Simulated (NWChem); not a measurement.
GaHI2; SMILES [I][GaH][I]

```xyz
4

Ga     0.0000     0.0000    -0.9584
H      0.0000     0.0000    -2.5148
I     -2.1221     0.0000     0.3260
I      2.1221     0.0000     0.3260
```
Atoms are numbered in this order, from 1.

Level: PBE0/def2-SVP with def2 effective core potentials on I (NWChem), optimised geometry, unscaled harmonic frequencies. def2 effective core potentials on I; no spin-orbit coupling.

| frequency (cm⁻¹) | IR intensity (km/mol) |
|---|---|
| 70 | 0.8 |
| 226 | 8.3 |
| 286 | 64.7 |
| 402 | 23.0 |
| 589 | 161.1 |
| 2017 | 117.2 |

| Property | Value |
|---|---|
| zero-point energy | 5.1 kcal/mol |
| thermal correction to the enthalpy at 298.15 K (with zero-point energy) | 8.9 kcal/mol |
| heat capacity Cv | 14.0 cal/(mol K) |
| entropy at 298.15 K and 1 atm (symmetry number 2) | 81.0 cal/(mol K) |

Rigid rotor and harmonic oscillator; modes under 100 cm⁻¹ make the entropy uncertain.
